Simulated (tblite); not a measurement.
Compound: C7H9BCl2.
Bonds: Cl1–C2, C2–Cl3, C2–C4, C4–C5 (double), C5–B6, B6–C7, C7–C8, C8–C9 (double), C9–C10, C4–C10. Hydrogens: H11 on C2; H12 on C5; H13 on B6; H14, H15 on C7; H16 on C8; H17 on C9; H18, H19 on C10.

Computed with GFN2-xTB (tblite), gas phase: L-BFGS steps from a force-field or distance-geometry start until the largest atomic force falls under 0.01 eV/Å.

Step 21: E = -812.4462 eV
```
atom  x, y, z in Å  |  force x, y, z in eV/Å
Cl1     2.9107   -0.2642   -1.8482    0.020   0.027  -0.082
C2      2.5425    0.2240   -0.1720   -0.072   0.023   0.095
Cl3     3.3999   -0.8773    0.9401   -0.017  -0.045   0.067
C4      1.0624    0.1950    0.0563   -0.094  -0.066  -0.091
C5      0.4133    1.3388    0.3363    0.043  -0.050   0.060
B6     -1.1062    1.5486    0.5076    0.007  -0.065   0.000
C7     -2.0673    0.3146    0.7151   -0.034  -0.127  -0.010
C8     -1.9667   -0.5662   -0.5034    0.021  -0.030  -0.029
C9     -0.8654   -1.2114   -0.8567   -0.067  -0.047   0.070
C10     0.4295   -1.1595   -0.0831   -0.139  -0.070  -0.039
H11     2.9675    1.2171   -0.0202    0.032   0.028  -0.031
H12     1.0461    2.2140    0.4429    0.006   0.075  -0.099
H13    -1.5329    2.6394    0.4526    0.015  -0.016  -0.004
H14    -3.1076    0.5924    0.8808    0.016   0.004  -0.014
H15    -1.7533   -0.2889    1.5744    0.051   0.049  -0.020
H16    -2.8585   -0.6671   -1.1127    0.095   0.092   0.095
H17    -0.8903   -1.8771   -1.7119    0.127   0.140   0.068
H18     0.2263   -1.5147    0.9410    0.011   0.021  -0.147
H19     1.1400   -1.8484   -0.5461   -0.019   0.058   0.112
```

Step 22: E = -812.4516 eV
```
atom  x, y, z in Å  |  force x, y, z in eV/Å
Cl1     2.9084   -0.2604   -1.8463    0.029   0.018  -0.083
C2      2.5361    0.2237   -0.1689   -0.016   0.000   0.063
Cl3     3.3774   -0.8876    0.9443    0.014  -0.043   0.069
C4      1.0566    0.1966    0.0515   -0.065   0.001  -0.093
C5      0.4149    1.3464    0.3217   -0.036  -0.026   0.132
B6     -1.1036    1.5522    0.5073   -0.047  -0.050  -0.037
C7     -2.0561    0.3086    0.7153   -0.021  -0.076   0.026
C8     -1.9643   -0.5675   -0.5050   -0.006  -0.026  -0.063
C9     -0.8663   -1.2145   -0.8616   -0.027  -0.033   0.042
C10     0.4226   -1.1575   -0.0829   -0.075  -0.056   0.011
H11     2.9679    1.2144   -0.0146    0.008   0.000  -0.019
H12     1.0490    2.2214    0.4312   -0.004   0.033  -0.127
H13    -1.5393    2.6425    0.4575    0.042  -0.074   0.010
H14    -3.0957    0.5798    0.8944    0.007   0.007  -0.014
H15    -1.7284   -0.2978    1.5675    0.049   0.062  -0.007
H16    -2.8566   -0.6636   -1.1121    0.055   0.092   0.076
H17    -0.8855   -1.8740   -1.7210    0.112   0.125   0.068
H18     0.2124   -1.5044    0.9417    0.002   0.020  -0.107
H19     1.1407   -1.8488   -0.5274   -0.019   0.026   0.054
```

Step 23: E = -812.4553 eV
```
atom  x, y, z in Å  |  force x, y, z in eV/Å
Cl1     2.9076   -0.2576   -1.8464    0.030   0.017  -0.048
C2      2.5317    0.2232   -0.1655    0.023  -0.024   0.007
Cl3     3.3635   -0.8952    0.9481    0.016  -0.025   0.052
C4      1.0516    0.1975    0.0468   -0.018   0.047  -0.059
C5      0.4154    1.3507    0.3148   -0.080  -0.002   0.137
B6     -1.1028    1.5532    0.5063   -0.071  -0.035  -0.047
C7     -2.0494    0.3034    0.7152   -0.004  -0.011   0.044
C8     -1.9630   -0.5683   -0.5065   -0.022  -0.012  -0.044
C9     -0.8676   -1.2172   -0.8637    0.011  -0.012   0.015
C10     0.4167   -1.1565   -0.0834    0.006  -0.012   0.041
H11     2.9689    1.2125   -0.0113   -0.016  -0.030  -0.006
H12     1.0504    2.2269    0.4211   -0.021  -0.011  -0.130
H13    -1.5430    2.6432    0.4611    0.050  -0.101   0.014
H14    -3.0881    0.5712    0.9034   -0.002   0.001  -0.010
H15    -1.7104   -0.3025    1.5625    0.042   0.054   0.014
H16    -2.8548   -0.6597   -1.1107   -0.006   0.082   0.030
H17    -0.8800   -1.8702   -1.7256    0.087   0.080   0.021
H18     0.2031   -1.4969    0.9403   -0.016   0.006  -0.029
H19     1.1404   -1.8484   -0.5140   -0.009  -0.012  -0.001
```

Step 24: E = -812.4578 eV
```
atom  x, y, z in Å  |  force x, y, z in eV/Å
Cl1     2.9081   -0.2557   -1.8473    0.027   0.017  -0.007
C2      2.5293    0.2222   -0.1631    0.034  -0.034  -0.041
Cl3     3.3558   -0.9006    0.9513    0.003  -0.003   0.027
C4      1.0480    0.1990    0.0427    0.022   0.055  -0.009
C5      0.4145    1.3531    0.3133   -0.074   0.002   0.092
B6     -1.1038    1.5528    0.5044   -0.060  -0.030  -0.032
C7     -2.0456    0.2996    0.7152    0.000   0.028   0.040
C8     -1.9625   -0.5688   -0.5081   -0.023   0.004  -0.002
C9     -0.8685   -1.2189   -0.8644    0.032   0.013  -0.001
C10     0.4128   -1.1556   -0.0833    0.059   0.027   0.046
H11     2.9698    1.2106   -0.0091   -0.029  -0.046   0.004
H12     1.0504    2.2304    0.4122   -0.038  -0.037  -0.114
H13    -1.5446    2.6420    0.4640    0.037  -0.090   0.010
H14    -3.0834    0.5653    0.9092   -0.010  -0.007  -0.004
H15    -1.6974   -0.3043    1.5594    0.033   0.039   0.031
H16    -2.8543   -0.6556   -1.1096   -0.052   0.069  -0.012
H17    -0.8747   -1.8666   -1.7277    0.064   0.034  -0.033
H18     0.1968   -1.4915    0.9389   -0.027  -0.006   0.041
H19     1.1395   -1.8481   -0.5054    0.000  -0.035  -0.035
```

Problem. Estimate the geometry and energy of step 25. (The exact step hangs on the optimiser's Hessian estimate; all steps are aligned on step 24, rigid shifts and turns removed.)

Solution. E = -812.4600 eV, largest force 0.111 eV/Å
```
atom  x, y, z in Å  |  force x, y, z in eV/Å
Cl1     2.9091   -0.2538   -1.8484    0.024   0.012   0.024
C2      2.5279    0.2207   -0.1618    0.025  -0.032  -0.068
Cl3     3.3494   -0.9053    0.9546   -0.011   0.017   0.000
C4      1.0452    0.2012    0.0392    0.046   0.029   0.041
C5      0.4125    1.3550    0.3136   -0.036  -0.010   0.023
B6     -1.1058    1.5517    0.5018   -0.027  -0.030  -0.003
C7     -2.0424    0.2966    0.7159   -0.007   0.035   0.021
C8     -1.9624   -0.5692   -0.5097   -0.015   0.015   0.034
C9     -0.8688   -1.2199   -0.8650    0.039   0.039  -0.011
C10     0.4104   -1.1543   -0.0824    0.077   0.042   0.035
H11     2.9703    1.2080   -0.0072   -0.027  -0.046   0.012
H12     1.0496    2.2329    0.4024   -0.052  -0.041  -0.089
H13    -1.5453    2.6395    0.4668    0.010  -0.052   0.000
H14    -3.0796    0.5600    0.9143   -0.021  -0.014   0.006
H15    -1.6856   -0.3051    1.5573    0.023   0.024   0.041
H16    -2.8550   -0.6506   -1.1089   -0.068   0.055  -0.038
H17    -0.8689   -1.8629   -1.7302    0.045   0.004  -0.065
H18     0.1909   -1.4870    0.9388   -0.026  -0.009   0.085
H19     1.1386   -1.8483   -0.4987    0.002  -0.038  -0.048
```

The energy changes by -0.0022 eV. The first-order estimate −F·Δx gives -0.0030 eV and the mean of the old and new forces, exact on a quadratic surface, -0.0022 eV. The step makes an angle of 68° with the force vector and moves no atom by more than 0.012 Å.

What follows is the cost of the whole relaxation. The run took 1.2 s of wall time on Arm Neoverse V2, one thread, no GPU, shared host with 32 logical CPUs at a one-minute load of 6.8.
